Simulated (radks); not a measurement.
Results of a calculation; reference values are marked as such.
Species: neutral selenium. Configuration: [Ar] 3d10 4s1 4p4 5p1 (not the ground configuration).

Level of theory: scalar-relativistic Kohn-Sham, BLYP, spin-polarised, spherical densities, finite nucleus; open shells are filled with parallel spins first; Fermi nuclear charge, rms radius 4.14 fm (a radial shooting solver on a logarithmic mesh with Libxc functionals).

Energy parts (Ry):
| part | energy |
|---|---|
| total | -4859.42078 |
| kinetic | 4958.91411 |
| electron-nucleus | -11696.33633 |
| Hartree | 2054.05528 |
| exchange-correlation | -176.05384 |

Orbitals (lengths in bohr, moments of r in powers of bohr; <r^-3> diverges for s and p1/2):
| orbital | occ. | eigenvalue (Ry) | <r^-3> | <r^4> | <1/r> |
|---|---|---|---|---|---|
| 1s up | 1 | -919.9053 | - | 0.00001763 | 34.56 |
| 1s down | 1 | -919.8887 | - | 0.00001763 | 34.56 |
| 2s up | 1 | -118.7214 | - | 0.003547 | 7.631 |
| 2s down | 1 | -118.7116 | - | 0.003546 | 7.631 |
| 2p up | 3 | -104.5160 | 1228 | 0.002579 | 7.476 |
| 2p down | 3 | -104.5022 | 1228 | 0.002579 | 7.475 |
| 3s up | 1 | -16.25017 | - | 0.2307 | 2.488 |
| 3s down | 1 | -16.22826 | - | 0.2296 | 2.489 |
| 3p up | 3 | -11.81008 | 174.3 | 0.2855 | 2.336 |
| 3p down | 3 | -11.78576 | 174.4 | 0.2828 | 2.337 |
| 3d up | 5 | -4.48006 | 19.94 | 0.5602 | 2.030 |
| 3d down | 5 | -4.44742 | 20.07 | 0.5363 | 2.038 |
| 4s up | 1 | -1.80715 | - | 18.09 | 0.7672 |
| 4s down | 0 | -1.62244 | - | 19.48 | 0.7650 |
| 4p up | 3 | -0.94447 | 14.07 | 41.93 | 0.6314 |
| 4p down | 1 | -0.77808 | 13.18 | 52.60 | 0.6108 |
| 5p up | 1 | -0.09052 | 0.8136 | 7043 | 0.1620 |

The highest occupied level is 5p up at -1.232 eV. The configuration is held as typed, so some empty levels lie below it. Spin moment in Bohr magnetons: 4.
